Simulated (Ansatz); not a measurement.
The cluster Ag₅Te₂⁺, relaxed as a singlet with RKS PBE-D4/def2-SVP in Ansatz, starting from the GFN1-xTB geometry. Force threshold 0.02 eV/Å.

In the def2 sets Ag, Te take a core potential; there is no spin–orbit coupling. The relaxation made no stability test and no search for a lower SCF solution. No other spin state of charge 1 was run. The structure comes from a short search, and lower isomers may exist.

Start:

```tsv
atom	x (Å)	y (Å)	z (Å)
Ag1	0.616	0.585	1.373
Ag2	0.137	0.516	-1.529
Ag3	1.437	2.763	-0.302
Ag4	0.676	-4.324	0.000
Ag5	-1.978	-0.201	0.331
Te6	-1.117	2.393	0.125
Te7	0.230	-1.733	0.002
```

Problem. Estimate the energy that the relaxation releases and the steps that it takes.

Solution. 39.1 kJ/mol, in 17 steps; 82 s on 4 threads of Arm Neoverse V1 on a shared host. No frequencies were taken in this run, so the end may be a saddle point.

Problem. Does the start keep its bonding and symmetry?

Solution. By distances, no bond broke or formed, bridged metal pairs apart. The bond that changes most is Ag5–Te7, from 2.71 to 3.06 Å (atoms count from 1). Metal–metal contacts that move far: Ag4–Ag5 4.91 to 2.81 Å. The end is the same structure that another start reached. Point group Cs at the start, Cs at the end, both within 0.05 Å.

Problem. Predict the relaxed structure.

Solution. 
```xyz
7

Ag    0.702    0.519    1.437
Ag    0.200    0.444   -1.609
Ag    1.123    2.869   -0.256
Ag   -0.557   -3.430    0.177
Ag   -1.480   -0.778    0.263
Te   -1.392    2.072    0.178
Te    1.405   -1.695   -0.190
```
Bond lengths (bridged metal pairs left out): 8 × Ag–Te 2.65 to 3.06 Å.
